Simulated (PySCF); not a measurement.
HCl2Ge (SMILES [Cl][GeH][Cl]), doublet, at a GFN2-xTB geometry; DF-MN15/cc-pVTZ (PySCF).

PySCF was given this input:
```python
from pyscf import gto, scf, dft

mol = gto.Mole()
mol.atom = '''
    Cl   -0.52382962   -1.71635521   -0.35222265
    Ge    0.50980526    0.01171883    0.42282189
    Cl   -0.54790634    1.69400340   -0.41771353
    H     1.90574293    0.00497817   -0.44138541
'''
mol.basis = 'cc-pvtz'
mol.spin = 1
mol.verbose = 5
mol.build()

mf = dft.UKS(mol)
mf.xc = 'mn15'
mf.grids.level = 4
mf = mf.density_fit(auxbasis='def2-universal-jkfit')
mf.kernel()
mf.analyze()
```

**Question.** Write the output that PySCF gives for this input, abridged.

**Answer.** 
```
PySCF version 2.14.0

[INPUT] verbose = 5
[INPUT] max_memory = 4000
[INPUT] num. atoms = 4
[INPUT] num. electrons = 67
[INPUT] charge = 0
[INPUT] spin (= nelec alpha-beta = 2S) = 1
[INPUT] symmetry False subgroup None
[INPUT] Mole.unit = angstrom
[INPUT] Symbol           X                Y                Z      unit          X                Y                Z       unit  Magmom
[...]
[INPUT] ---------------- BASIS SET ----------------
[INPUT] l, kappa, [nprim/nctr], expnt,             c_1 c_2 ...
[INPUT] Ge
[...]
                                1115318.2         5.74e-05 -1.79e-05 6.9e-06 -1.8e-06
                                253842.65         0.0003019 -9.4e-05 3.62e-05 -9.3e-06
                                71915.285         0.0012733 -0.0003964 0.0001528 -3.92e-05
                                23470.181         0.0046123 -0.0014425 0.0005563 -0.0001426
                                8477.4918         0.0148214 -0.0046675 0.0018018 -0.0004621
                                3308.3908         0.0425536 -0.0137153 0.0053085 -0.0013614
                                1372.6054         0.1073055 -0.0361797 0.0140877 -0.0036175
                                598.22007         0.2245178 -0.0841679 0.0332013 -0.0085359
                                271.38602         0.3453131 -0.1588767 0.0644621 -0.0166506
                                126.97795         0.3045261 -0.2033807 0.086954 -0.0225911
                                60.222065         0.099067 -0.025141 0.0118745 -0.0032147
                                28.018582         0.0041317 0.4575152 -0.2724534 0.0744998
                                13.517522         0.0010347 0.5571939 -0.5001452 0.1440333
                                6.309406          -0.0004856 0.1397055 0.0108554 -0.0080815
                                2.904534          0.0001805 0.0022645 0.7216469 -0.2704163
                                1.287556          -9.12e-05 0.0020927 0.4805213 -0.3401607
                                0.167732          -2.66e-05 0.0003281 -0.0102297 0.6190657
[...]
                                1654.1648         0.0039562 -0.0015305 0.0003014
                                536.02865         0.0213143 -0.0083145 0.0016487
                                203.53713         0.0818715 -0.0328718 0.0064982
                                85.23753          0.2223732 -0.0931661 0.0186383
                                37.841962         0.3905659 -0.1755542 0.0350613
                                17.406512         0.3560415 -0.1467912 0.0295892
                                7.881492          0.1070312 0.1862934 -0.0472458
                                3.533213          0.0036941 0.5264862 -0.1249847
                                1.521473          0.0019219 0.3970859 -0.1210801
                                0.199093          0.0001917 -0.0033478 0.575473
[...]
                                84.549957         0.0151545
                                32.073656         0.066046
                                13.497495         0.183947
                                5.95855           0.3227872
                                2.610788          0.3729459
                                1.103987          0.275173
[...]
[INPUT] Cl
[...]
                                68330             0.000383029 -0.000107279 3.24395e-05
                                15550             0.00200854 -0.000565083 0.000171105
                                4405              0.00838558 -0.00236135 0.000714176
                                1439              0.0294703 -0.00845886 0.00256705
                                520.4             0.0878325 -0.0259638 0.00788552
                                203.1             0.211473 -0.0686362 0.0210867
                                83.96             0.365364 -0.141874 0.0442264
                                36.2              0.340884 -0.199319 0.065167
[...]
converged SCF energy = -2998.22625013974  <S^2> = 0.75255199  2S+1 = 2.0025504
Total Energy =                       -2998.226250139744934
[...]
spin_pop of  0 Cl 4f+3      0.00000
spin_pop of  1 Ge 1s        0.00000
spin_pop of  1 Ge 2s        0.00001
spin_pop of  1 Ge 3s        0.00001
spin_pop of  1 Ge 4s        0.20883
spin_pop of  1 Ge 5s        0.00166
spin_pop of  1 Ge 6s        0.00011
spin_pop of  1 Ge 2px      -0.00000
spin_pop of  1 Ge 2py      -0.00000
spin_pop of  1 Ge 2pz       0.00000
spin_pop of  1 Ge 3px      -0.00001
spin_pop of  1 Ge 3py      -0.00001
spin_pop of  1 Ge 3pz       0.00005
spin_pop of  1 Ge 4px      -0.00128
spin_pop of  1 Ge 4py       0.00038
spin_pop of  1 Ge 4pz       0.47792
spin_pop of  1 Ge 5px       0.00050
spin_pop of  1 Ge 5py       0.00020
spin_pop of  1 Ge 5pz       0.00089
spin_pop of  1 Ge 6px       0.00007
spin_pop of  1 Ge 6py       0.00003
spin_pop of  1 Ge 6pz       0.00005
spin_pop of  1 Ge 3dxy     -0.00001
spin_pop of  1 Ge 3dyz     -0.00011
spin_pop of  1 Ge 3dz^2    -0.00008
spin_pop of  1 Ge 3dxz     -0.00011
spin_pop of  1 Ge 3dx2-y2   -0.00002
spin_pop of  1 Ge 4dxy      0.00011
spin_pop of  1 Ge 4dyz     -0.00032
spin_pop of  1 Ge 4dz^2     0.00064
spin_pop of  1 Ge 4dxz     -0.00031
spin_pop of  1 Ge 4dx2-y2    0.00015
spin_pop of  1 Ge 5dxy     -0.00008
spin_pop of  1 Ge 5dyz     -0.00017
spin_pop of  1 Ge 5dz^2     0.00016
spin_pop of  1 Ge 5dxz      0.00006
spin_pop of  1 Ge 5dx2-y2   -0.00005
spin_pop of  1 Ge 4f-3      0.00000
spin_pop of  1 Ge 4f-2     -0.00002
spin_pop of  1 Ge 4f-1     -0.00015
spin_pop of  1 Ge 4f+0     -0.00008
spin_pop of  1 Ge 4f+1     -0.00005
spin_pop of  1 Ge 4f+2     -0.00003
spin_pop of  1 Ge 4f+3      0.00013
spin_pop of  2 Cl 1s        0.00000
spin_pop of  2 Cl 2s       -0.00001
spin_pop of  2 Cl 3s       -0.00032
spin_pop of  2 Cl 4s        0.00017
spin_pop of  2 Cl 5s        0.00002
spin_pop of  2 Cl 2px      -0.00000
spin_pop of  2 Cl 2py       0.00000
spin_pop of  2 Cl 2pz       0.00000
spin_pop of  2 Cl 3px      -0.00207
spin_pop of  2 Cl 3py       0.00593
spin_pop of  2 Cl 3pz       0.09245
spin_pop of  2 Cl 4px       0.00006
spin_pop of  2 Cl 4py       0.00010
spin_pop of  2 Cl 4pz       0.00086
spin_pop of  2 Cl 5px       0.00000
spin_pop of  2 Cl 5py       0.00000
spin_pop of  2 Cl 5pz       0.00001
spin_pop of  2 Cl 3dxy     -0.00006
spin_pop of  2 Cl 3dyz     -0.00037
spin_pop of  2 Cl 3dz^2    -0.00006
spin_pop of  2 Cl 3dxz     -0.00014
spin_pop of  2 Cl 3dx2-y2   -0.00012
spin_pop of  2 Cl 4dxy     -0.00000
spin_pop of  2 Cl 4dyz      0.00004
spin_pop of  2 Cl 4dz^2    -0.00001
spin_pop of  2 Cl 4dxz      0.00000
spin_pop of  2 Cl 4dx2-y2   -0.00000
spin_pop of  2 Cl 4f-3     -0.00000
spin_pop of  2 Cl 4f-2      0.00001
spin_pop of  2 Cl 4f-1     -0.00000
spin_pop of  2 Cl 4f+0     -0.00000
spin_pop of  2 Cl 4f+1     -0.00000
spin_pop of  2 Cl 4f+2      0.00001
spin_pop of  2 Cl 4f+3     -0.00000
spin_pop of  3 H 1s        0.11798
spin_pop of  3 H 2s       -0.00003
spin_pop of  3 H 3s        0.00005
spin_pop of  3 H 2px      -0.00003
spin_pop of  3 H 2py      -0.00000
spin_pop of  3 H 2pz      -0.00007
spin_pop of  3 H 3px       0.00001
spin_pop of  3 H 3py      -0.00000
spin_pop of  3 H 3pz       0.00000
spin_pop of  3 H 3dxy     -0.00000
spin_pop of  3 H 3dyz     -0.00000
spin_pop of  3 H 3dz^2    -0.00000
spin_pop of  3 H 3dxz      0.00002
spin_pop of  3 H 3dx2-y2    0.00000
 ** Mulliken Spin Density (per atom)  **
spin density of  0 Cl =      0.09650
spin density of  1 Ge =      0.68907
spin density of  2 Cl =      0.09650
spin density of  3 H =      0.11792
 ** Mulliken pop alpha/beta on meta-lowdin orthogonal AOs **
 ** Mulliken pop       alpha | beta **
In total            34.00000 | 33.00000
 ** Mulliken atomic charges   ( Nelec_alpha | Nelec_beta ) **
charge of  0Cl =     -0.27010  (     8.68330      8.58680 )
charge of  1Ge =      0.57265  (    16.05821     15.36914 )
charge of  2Cl =     -0.27010  (     8.68330      8.58680 )
charge of  3H =     -0.03245  (     0.57519      0.45727 )
Dipole moment(X, Y, Z, Debye):  1.51563,  0.03605,  1.32190
```
